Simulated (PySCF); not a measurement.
Geometries of 3 isomers of C2H8GeO2, from PySCF, PBE0-D3(BJ)/def2-SVP geometry optimisation, gas phase. One conformer each, no zero-point energy, no frequencies.

Question: Which isomer lies lowest at this level?
A.
```xyz
13
angstrom
C     -1.776    0.346    0.243
O     -0.479   -0.166    0.231
C      0.075   -0.300   -1.047
O      1.408   -0.591   -0.929
Ge     2.355    0.287    0.324
H     -1.833    1.341   -0.241
H     -2.088    0.447    1.291
H     -2.491   -0.325   -0.271
H     -0.096    0.647   -1.615
H     -0.418   -1.127   -1.601
H      3.803    0.080   -0.142
H      1.966    1.778    0.292
H      2.136   -0.326    1.715
```
B.
```xyz
13
angstrom
Ge     0.259   -0.005    0.184
O      0.289   -0.091    1.966
H      0.706    0.684    2.358
O      1.942    0.084   -0.402
H      2.456   -0.690   -0.153
C     -0.546    1.636   -0.451
H      0.069    2.499   -0.158
H     -1.556    1.759   -0.035
H     -0.615    1.621   -1.548
C     -0.613   -1.645   -0.359
H     -1.672   -1.625   -0.063
H     -0.137   -2.507    0.131
H     -0.552   -1.773   -1.449
```
C.
```xyz
13
angstrom
C      2.236    0.524   -0.050
O      1.723   -0.609    0.600
Ge     0.004   -0.713    0.983
O     -0.844   -0.507   -0.566
C     -2.141    0.006   -0.636
H      2.120    1.445    0.554
H      1.755    0.695   -1.029
H      3.313    0.368   -0.218
H     -0.195   -2.118    1.563
H     -0.439    0.445    1.907
H     -2.906   -0.725   -0.310
H     -2.275    0.924   -0.028
H     -2.361    0.268   -1.683
```

Answer: B. That is `[CH3][Ge]([CH3])([OH])[OH]` (Ge(OH)2Me2), 41.3 kcal/mol below the next.

```
                    SMILES           atoms numbered as above       E (Eh)  relative (kcal/mol)  relative (kJ/mol)  dipole (D)
[CH3][Ge]([CH3])([OH])[OH]                                 –  -2307.59778                  0.0                0.0        0.52
            C[O][GeH2][O]C  [CH3:1][O:2][GeH2:3][O:4][CH3:5]  -2307.53202                 41.3              172.7        1.90
              COC[O][GeH3]  [CH3:1][O:2][CH2:3][O:4][GeH3:5]  -2307.51238                 53.6              224.2        1.87
```
